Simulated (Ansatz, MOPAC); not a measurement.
Species: KCl, net charge 0, singlet state. SMILES: [Cl][K]

Atoms: K1, Cl2. Bonds: K1-Cl2.

Bond lengths (Å) and angles (degrees) optimised at PM3 with MOPAC; HF/STO-3G with Ansatz (a quantum-chemistry and plane-wave program); PBE/6-31G* with LANL2DZ past Ar with Ansatz; B3LYP/6-31G* with LANL2DZ past Ar with Ansatz, each started from the B3LYP-D3(BJ)/def2-TZVP structure (Ansatz) of the last column. A row stands for all coordinates that are equal there. 6-31G* holds six Cartesian d functions.

```json
[
 {"coordinate": "K1-Cl2", "PM3": "2.716", "HF/STO-3G": "2.673", "PBE/6-31G* with LANL2DZ past Ar": "2.786", "B3LYP/6-31G* with LANL2DZ past Ar": "2.788", "B3LYP-D3(BJ)/def2-TZVP": "2.701"}
]
```

Mean signed difference of all 1 bond lengths from B3LYP-D3(BJ)/def2-TZVP: PM3 0.014 Å, HF/STO-3G -0.028 Å, PBE/6-31G* with LANL2DZ past Ar 0.084 Å, B3LYP/6-31G* with LANL2DZ past Ar 0.086 Å.
